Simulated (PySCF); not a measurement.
C4H4ClF, SMILES CC(Cl)=C=CF. Atoms are numbered in the order given.

```xyz
10

C     -1.7912    -0.8882     0.6901
C     -0.6636    -0.0314     0.1974
Cl    -1.1970     1.4413    -0.6268
C      0.6170    -0.2757     0.3218
C      1.8933    -0.5083     0.4959
F      2.6446    -1.2020    -0.3743
H     -1.4043    -1.7850     1.1929
H     -2.4209    -0.3190     1.3926
H     -2.4307    -1.1929    -0.1537
H      2.4705    -0.1646     1.3618
```

The structure is a stationary point at B3LYP-D3(BJ)/def2-SVP. This is a generated structure with no PubChem entry under its InChIKey; it may be hypothetical.

Method: B3LYP-D3(BJ)/def2-SVP (PySCF).

Frequencies are harmonic and unscaled.

```csv
mode,ν (cm⁻¹),IR (km/mol),Raman (Å⁴/amu),depolarisation,moving atoms (share of kinetic energy)
1,109,0.1,2.3,0.74,"C 36 %, Cl 29 %, F 29 %"
2,131,1.4,1.4,0.73,"C 52 %, F 30 %, H 16 %"
3,194,0.4,0.2,0.69,H 90 %
4,286,4.2,7.7,0.72,"C 51 %, H 25 %, F 16 %, Cl 8 %"
5,309,2.3,4.9,0.59,"C 49 %, H 26 %, Cl 17 %"
6,431,2.0,4.4,0.50,"C 64 %, H 17 %, F 10 %, Cl 9 %"
7,497,7.6,7.0,0.17,"C 59 %, Cl 32 %"
8,576,20.5,5.6,0.19,"C 76 %, F 12 %, H 10 %"
9,673,68.5,5.7,0.28,"C 72 %, F 10 %, H 9 %, Cl 9 %"
10,849,7.7,4.4,0.75,"H 66 %, C 32 %"
11,925,33.1,6.0,0.39,"C 61 %, H 35 %"
12,1041,1.3,0.8,0.74,"H 67 %, C 33 %"
13,1093,152.2,1.5,0.68,"C 52 %, H 41 %"
14,1116,138.6,5.8,0.22,"C 69 %, F 24 %"
15,1270,7.1,19.1,0.54,"H 76 %, C 19 %"
16,1388,5.0,12.8,0.46,"H 78 %, C 22 %"
17,1435,11.1,13.1,0.60,"H 73 %, C 26 %"
18,1443,10.4,13.3,0.75,H 97 %
19,1482,40.1,8.1,0.72,"C 56 %, H 42 %"
20,2086,211.6,3.2,0.57,C 99 %
21,3036,8.9,200.3,0.03,H 97 %
22,3113,4.6,106.5,0.75,"H 91 %, C 9 %"
23,3148,5.6,80.9,0.75,"H 90 %, C 10 %"
24,3172,5.9,173.4,0.27,"H 92 %, C 8 %"
```
